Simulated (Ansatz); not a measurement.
Geometry optimisation of the cluster Mg₄Te₃⁺.

```yaml
crystal:
  periodic: [false, false, false]
  atoms:
    - {symbol: Mg, position_ang: [-1.888030, -1.301130, -1.811270]}
    - {symbol: Mg, position_ang: [1.490250, -0.936480, 0.235390]}
    - {symbol: Mg, position_ang: [0.955940, -1.360980, -2.290120]}
    - {symbol: Mg, position_ang: [-0.662060, 1.646170, 2.391440]}
    - {symbol: Te, position_ang: [-0.522850, 1.170810, -0.561040]}
    - {symbol: Te, position_ang: [-1.110160, -0.852810, 1.137530]}
    - {symbol: Te, position_ang: [1.736900, 1.634430, 0.898070]}
basis:
  gaussian: {orbitals: def2-SVP}
total_charge: 1
magnetization: {spin_polarized: true, initial_magnetization: 1}
hamiltonian: {xc: r2scan, dispersion: d4}
scf: {lower_state_search: "off"}
output: {orbitals: {seedname: orbitals}}
relax: {f_tol: 0.02, max_steps: 100}
```

```sh
$ ansatz run in.yaml --threads 4 --pin off --events-out ev --progress --plain --max-ram 4787MiB
```

It prints (some lines left out):

```
Functional definition: r2SCAN
mean field -43652.91550220 eV, -1604.2150556971 hartree, gradient 8.3e-6 eV, S^2 0.780124; 0 other end points of the search recorded, 0 dependent functions left out
relax step   1: F+E_penalty+E_count = -43653.01111815 eV  Δ(F+E_penalty+E_count) = +0.000e0 eV  max|allowed force component| = 1.586e0 eV/Å  Δτ_max = 0.0000 Å  (38 SCF iters, accepted)
mean field -43653.45566593 eV, -1604.2349063479 hartree, gradient 2.5e-6 eV, S^2 0.967201; 0 other end points of the search recorded, 0 dependent functions left out
relax step   2: F+E_penalty+E_count = -43653.54980798 eV  Δ(F+E_penalty+E_count) = -5.387e-1 eV  max|allowed force component| = 5.382e-1 eV/Å  Δτ_max = 0.1942 Å  (60 SCF iters, accepted)
mean field -43653.61956290 eV, -1604.2409294504 hartree, gradient 3.0e-6 eV, S^2 0.953278; 0 other end points of the search recorded, 0 dependent functions left out
relax step   3: F+E_penalty+E_count = -43653.71295825 eV  Δ(F+E_penalty+E_count) = -1.632e-1 eV  max|allowed force component| = 6.796e-1 eV/Å  Δτ_max = 0.1999 Å  (52 SCF iters, accepted)
mean field -43653.92951108 eV, -1604.2523198360 hartree, gradient 2.0e-6 eV, S^2 0.813735; 0 other end points of the search recorded, 0 dependent functions left out
relax step   4: F+E_penalty+E_count = -43654.02187506 eV  Δ(F+E_penalty+E_count) = -3.089e-1 eV  max|allowed force component| = 9.300e-1 eV/Å  Δτ_max = 0.1937 Å  (56 SCF iters, accepted)
mean field -43654.25711284 eV, -1604.2643589787 hartree, gradient 2.3e-6 eV, S^2 0.842072; 0 other end points of the search recorded, 0 dependent functions left out
relax step   5: F+E_penalty+E_count = -43654.34853731 eV  Δ(F+E_penalty+E_count) = -3.267e-1 eV  max|allowed force component| = 8.164e-1 eV/Å  Δτ_max = 0.1948 Å  (41 SCF iters, accepted)
mean field -43654.55354385 eV, -1604.2752526174 hartree, gradient 9.8e-6 eV, S^2 0.809895; 0 other end points of the search recorded, 0 dependent functions left out
relax step   6: F+E_penalty+E_count = -43654.64561088 eV  Δ(F+E_penalty+E_count) = -2.971e-1 eV  max|allowed force component| = 5.381e-1 eV/Å  Δτ_max = 0.2000 Å  (32 SCF iters, accepted)
mean field -43654.74376842 eV, -1604.2822432413 hartree, gradient 1.5e-6 eV, S^2 0.838839; 0 other end points of the search recorded, 0 dependent functions left out
relax step   7: F+E_penalty+E_count = -43654.83461549 eV  Δ(F+E_penalty+E_count) = -1.890e-1 eV  max|allowed force component| = 3.222e-1 eV/Å  Δτ_max = 0.1962 Å  (37 SCF iters, accepted)
mean field -43654.86260333 eV, -1604.2866103436 hartree, gradient 2.8e-6 eV, S^2 0.813863; 0 other end points of the search recorded, 0 dependent functions left out
relax step   8: F+E_penalty+E_count = -43654.95302732 eV  Δ(F+E_penalty+E_count) = -1.184e-1 eV  max|allowed force component| = 1.751e-1 eV/Å  Δτ_max = 0.2000 Å  (31 SCF iters, accepted)
mean field -43654.91323894 eV, -1604.2884711679 hartree, gradient 4.2e-6 eV, S^2 0.799900; 0 other end points of the search recorded, 0 dependent functions left out
relax step   9: F+E_penalty+E_count = -43655.00298936 eV  Δ(F+E_penalty+E_count) = -4.996e-2 eV  max|allowed force component| = 5.116e-1 eV/Å  Δτ_max = 0.1954 Å  (30 SCF iters, accepted)
mean field -43654.98974097 eV, -1604.2912825660 hartree, gradient 3.3e-6 eV, S^2 0.786205; 0 other end points of the search recorded, 0 dependent functions left out
relax step  10: F+E_penalty+E_count = -43655.07936745 eV  Δ(F+E_penalty+E_count) = -7.638e-2 eV  max|allowed force component| = 4.036e-1 eV/Å  Δτ_max = 0.2000 Å  (31 SCF iters, accepted)
mean field -43655.04709899 eV, -1604.2933904341 hartree, gradient 2.3e-6 eV, S^2 0.779428; 0 other end points of the search recorded, 0 dependent functions left out
relax step  11: F+E_penalty+E_count = -43655.13681564 eV  Δ(F+E_penalty+E_count) = -5.745e-2 eV  max|allowed force component| = 7.691e-2 eV/Å  Δτ_max = 0.1921 Å  (30 SCF iters, accepted)
mean field -43655.05248242 eV, -1604.2935882715 hartree, gradient 3.2e-6 eV, S^2 0.773783; 0 other end points of the search recorded, 0 dependent functions left out
relax step  12: F+E_penalty+E_count = -43655.14202488 eV  Δ(F+E_penalty+E_count) = -5.209e-3 eV  max|allowed force component| = 1.538e-1 eV/Å  Δτ_max = 0.1291 Å  (31 SCF iters, accepted)
mean field -43655.06140896 eV, -1604.2939163159 hartree, gradient 3.5e-6 eV, S^2 0.774311; 0 other end points of the search recorded, 0 dependent functions left out
relax step  13: F+E_penalty+E_count = -43655.15107102 eV  Δ(F+E_penalty+E_count) = -9.046e-3 eV  max|allowed force component| = 6.159e-2 eV/Å  Δτ_max = 0.0593 Å  (26 SCF iters, accepted)
mean field -43655.08041657 eV, -1604.2946148325 hartree, gradient 2.6e-6 eV, S^2 0.773979; 0 other end points of the search recorded, 0 dependent functions left out
relax step  14: F+E_penalty+E_count = -43655.17002076 eV  Δ(F+E_penalty+E_count) = -1.895e-2 eV  max|allowed force component| = 1.266e-1 eV/Å  Δτ_max = 0.1993 Å  (31 SCF iters, accepted)
mean field -43655.09728852 eV, -1604.2952348653 hartree, gradient 2.6e-6 eV, S^2 0.773008; 0 other end points of the search recorded, 0 dependent functions left out
relax step  15: F+E_penalty+E_count = -43655.18682588 eV  Δ(F+E_penalty+E_count) = -1.681e-2 eV  max|allowed force component| = 9.142e-2 eV/Å  Δτ_max = 0.0859 Å  (28 SCF iters, accepted)
mean field -43655.14421645 eV, -1604.2969594351 hartree, gradient 3.0e-6 eV, S^2 0.772031; 0 other end points of the search recorded, 0 dependent functions left out
relax step  16: F+E_penalty+E_count = -43655.23352551 eV  Δ(F+E_penalty+E_count) = -4.670e-2 eV  max|allowed force component| = 1.931e-1 eV/Å  Δτ_max = 0.1988 Å  (31 SCF iters, accepted)
mean field -43655.19375040 eV, -1604.2987797742 hartree, gradient 3.0e-6 eV, S^2 0.772092; 0 other end points of the search recorded, 0 dependent functions left out
relax step  17: F+E_penalty+E_count = -43655.28296168 eV  Δ(F+E_penalty+E_count) = -4.944e-2 eV  max|allowed force component| = 3.112e-1 eV/Å  Δτ_max = 0.1950 Å  (30 SCF iters, accepted)
mean field -43655.25754844 eV, -1604.3011243088 hartree, gradient 2.5e-6 eV, S^2 0.773102; 0 other end points of the search recorded, 0 dependent functions left out
relax step  18: F+E_penalty+E_count = -43655.34669956 eV  Δ(F+E_penalty+E_count) = -6.374e-2 eV  max|allowed force component| = 1.950e-1 eV/Å  Δτ_max = 0.1916 Å  (30 SCF iters, accepted)
mean field -43655.31760565 eV, -1604.3033313705 hartree, gradient 2.9e-6 eV, S^2 0.773738; 0 other end points of the search recorded, 0 dependent functions left out
relax step  19: F+E_penalty+E_count = -43655.40685908 eV  Δ(F+E_penalty+E_count) = -6.016e-2 eV  max|allowed force component| = 1.455e-1 eV/Å  Δτ_max = 0.1938 Å  (30 SCF iters, accepted)
mean field -43655.36666136 eV, -1604.3051341346 hartree, gradient 2.1e-6 eV, S^2 0.775564; 0 other end points of the search recorded, 0 dependent functions left out
[...]
mean field -43656.55691344 eV, -1604.3488750918 hartree, gradient 1.8e-6 eV, S^2 0.764734; 0 other end points of the search recorded, 0 dependent functions left out
relax step  35: F+E_penalty+E_count = -43656.64788092 eV  Δ(F+E_penalty+E_count) = -1.143e-1 eV  max|allowed force component| = 4.674e-1 eV/Å  Δτ_max = 0.1951 Å  (44 SCF iters, accepted)
mean field -43656.70915750 eV, -1604.3544699579 hartree, gradient 2.7e-6 eV, S^2 0.775738; 0 other end points of the search recorded, 0 dependent functions left out
relax step  36: F+E_penalty+E_count = -43656.80026709 eV  Δ(F+E_penalty+E_count) = -1.524e-1 eV  max|allowed force component| = 6.892e-1 eV/Å  Δτ_max = 0.1972 Å  (34 SCF iters, accepted)
mean field -43656.92521635 eV, -1604.3624099741 hartree, gradient 9.9e-6 eV, S^2 0.770957; 0 other end points of the search recorded, 0 dependent functions left out
relax step  37: F+E_penalty+E_count = -43657.01663477 eV  Δ(F+E_penalty+E_count) = -2.164e-1 eV  max|allowed force component| = 7.822e-1 eV/Å  Δτ_max = 0.1955 Å  (29 SCF iters, accepted)
mean field -43657.20086902 eV, -1604.3725400227 hartree, gradient 2.7e-6 eV, S^2 0.760968; 0 other end points of the search recorded, 0 dependent functions left out
relax step  38: F+E_penalty+E_count = -43657.29291351 eV  Δ(F+E_penalty+E_count) = -2.763e-1 eV  max|allowed force component| = 5.342e-1 eV/Å  Δτ_max = 0.1952 Å  (27 SCF iters, accepted)
mean field -43657.41900509 eV, -1604.3805563755 hartree, gradient 2.4e-6 eV, S^2 0.757269; 0 other end points of the search recorded, 0 dependent functions left out
relax step  39: F+E_penalty+E_count = -43657.51139966 eV  Δ(F+E_penalty+E_count) = -2.185e-1 eV  max|allowed force component| = 4.851e-1 eV/Å  Δτ_max = 0.1944 Å  (27 SCF iters, accepted)
mean field -43657.63425678 eV, -1604.3884667292 hartree, gradient 3.0e-6 eV, S^2 0.755690; 0 other end points of the search recorded, 0 dependent functions left out
relax step  40: F+E_penalty+E_count = -43657.72704207 eV  Δ(F+E_penalty+E_count) = -2.156e-1 eV  max|allowed force component| = 4.899e-1 eV/Å  Δτ_max = 0.1954 Å  (25 SCF iters, accepted)
mean field -43657.83453655 eV, -1604.3958268750 hartree, gradient 2.4e-6 eV, S^2 0.755074; 0 other end points of the search recorded, 0 dependent functions left out
relax step  41: F+E_penalty+E_count = -43657.92774305 eV  Δ(F+E_penalty+E_count) = -2.007e-1 eV  max|allowed force component| = 2.675e-1 eV/Å  Δτ_max = 0.1950 Å  (25 SCF iters, accepted)
mean field -43657.90380544 eV, -1604.3983724599 hartree, gradient 2.2e-6 eV, S^2 0.754636; 0 other end points of the search recorded, 0 dependent functions left out
relax step  42: F+E_penalty+E_count = -43657.99741345 eV  Δ(F+E_penalty+E_count) = -6.967e-2 eV  max|allowed force component| = 4.939e-1 eV/Å  Δτ_max = 0.1951 Å  (25 SCF iters, accepted)
mean field -43657.96766156 eV, -1604.4007191289 hartree, gradient 2.3e-6 eV, S^2 0.754537; 0 other end points of the search recorded, 0 dependent functions left out
relax step  43: F+E_penalty+E_count = -43658.06129324 eV  Δ(F+E_penalty+E_count) = -6.388e-2 eV  max|allowed force component| = 1.507e-1 eV/Å  Δτ_max = 0.1930 Å  (25 SCF iters, accepted)
mean field -43657.98575101 eV, -1604.4013839040 hartree, gradient 1.8e-6 eV, S^2 0.754484; 0 other end points of the search recorded, 0 dependent functions left out
relax step  44: F+E_penalty+E_count = -43658.07937036 eV  Δ(F+E_penalty+E_count) = -1.808e-2 eV  max|allowed force component| = 1.713e-1 eV/Å  Δτ_max = 0.1692 Å  (24 SCF iters, accepted)
mean field -43657.99411923 eV, -1604.4016914303 hartree, gradient 3.4e-6 eV, S^2 0.754501; 0 other end points of the search recorded, 0 dependent functions left out
relax step  45: F+E_penalty+E_count = -43658.08779210 eV  Δ(F+E_penalty+E_count) = -8.422e-3 eV  max|allowed force component| = 3.965e-2 eV/Å  Δτ_max = 0.0581 Å  (21 SCF iters, accepted)
mean field -43657.99488221 eV, -1604.4017194693 hartree, gradient 1.5e-6 eV, S^2 0.754479; 0 other end points of the search recorded, 0 dependent functions left out
relax step  46: F+E_penalty+E_count = -43658.08856229 eV  Δ(F+E_penalty+E_count) = -7.702e-4 eV  max|allowed force component| = 2.015e-2 eV/Å  Δτ_max = 0.0169 Å  (23 SCF iters, accepted)
mean field -43657.99500879 eV, -1604.4017241210 hartree, gradient 1.3e-6 eV, S^2 0.754487; 0 other end points of the search recorded, 0 dependent functions left out
relax step  47: F+E_penalty+E_count = -43658.08869851 eV  Δ(F+E_penalty+E_count) = -1.362e-4 eV  max|allowed force component| = 6.067e-3 eV/Å  Δτ_max = 0.0051 Å  (23 SCF iters, accepted)
Total energy: -43658.08872272 eV, -1604.4051680446 hartree
Atom 0 at    -1.573496    -1.070257    -0.895248 Å, force    -0.000763     0.004075     0.004639 eV/Å
Atom 1 at     1.176882    -1.578782     0.738598 Å, force    -0.001975     0.003519     0.002857 eV/Å
Atom 2 at     1.109720     0.554001    -1.696979 Å, force     0.000609     0.003724     0.000845 eV/Å
Atom 3 at    -0.383521     1.125398     0.996365 Å, force     0.000042     0.003217     0.001459 eV/Å
Atom 4 at    -1.426196     1.558194    -1.615516 Å, force    -0.000108    -0.004464    -0.003811 eV/Å
Atom 5 at    -1.333291    -1.433156     1.799313 Å, force     0.000285    -0.006067    -0.003423 eV/Å
Atom 6 at     2.429892     0.844611     0.673469 Å, force     0.001910    -0.004004    -0.002565 eV/Å
Dipole moment:     0.240587    -0.708650    -0.625608 e Å
Checks for a lower state left out: stability, starts, cluster_reference, orbital_swaps, neighbouring_geometries, increment
```

Run time 8.2 min (4 threads of Arm Neoverse V1 on a shared host).

In the def2 sets Te takes a core potential; there is no spin–orbit coupling. The structure comes from a short search, and lower isomers may exist.
